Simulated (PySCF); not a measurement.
Shapes and spin states of CoO₂⁻

All numbers come from PySCF, PBE0, basis Co def2-SVPD, O def2-SVPD (no relativity, density fitting).

Relaxations began from a few typed shapes and spin states; open shells are unrestricted. The search is not exhaustive: other isomers or separated fragments can lie lower, and high-lying points may rest on an excited occupation.

| spin | group | bonds | angles | imaginary modes (cm⁻¹) | ΔE (kJ/mol) | ΔE with ZPE (kJ/mol) |
| --- | --- | --- | --- | --- | --- | --- |
| quintet | D∞h | Co–O 1.678 Å (×2) | O–Co–O 180.0° | none | 0.0 | 0.0 |
| quintet | D∞h | Co–O 1.678 Å (×2) | O–Co–O 180.0° | none | 0.2 | 0.2 |
| singlet (closed shell, unstable to spin polarisation) | C2v | Co–O 1.589 Å (×2) | O–Co–O 153.0° | none | 89.1 | 90.4 |
| singlet (closed shell, unstable to spin polarisation) | D∞h | Co–O 1.596 Å (×2) | O–Co–O 180.0° | 131i, 131i | 93.4 | – |
| quintet | C2v | Co–O 1.860 Å (×2), O–O 1.463 Å | Co–O–O 66.8° (×2), O–Co–O 46.3° | none | 230.6 | 230.3 |
| broken-symmetry Ms = 1 (⟨S²⟩ 2.96) | C2v | Co–O 1.860 Å (×2), O–O 1.461 Å | Co–O–O 66.9° (×2), O–Co–O 46.2° | none | 260.6 | 260.2 |
| quintet | Cs | Co–O 1.958 Å, O–O 1.309 Å | Co–O–O 106.6° | none | 276.6 | 276.1 |
| broken-symmetry Ms = 0 (⟨S²⟩ 1.78) | Cs | Co–O 1.837 Å, O–O 1.314 Å | Co–O–O 112.0° | none | 329.1 | 328.7 |

The lowest minimum found is the quintet D∞h: Co–O 1.678 Å (×2); O–Co–O 180.0°.

Formally Co is in oxidation state +3, d6, with 4 unpaired electrons (the high-spin count). The Mulliken spin on Co is 3.01. The polar-tensor charge on Co, 1.26, is far below the formal one.

For the lowest minimum: other spin states or occupations of the open shell can lie lower. The lowest empty level of this anion is unbound, so it and the gap depend on the basis.

The electron or spin density has lower symmetry than the nuclear frame for the broken-symmetry Ms = 0 (⟨S²⟩ 1.78) Cs at 329.1 kJ/mol.
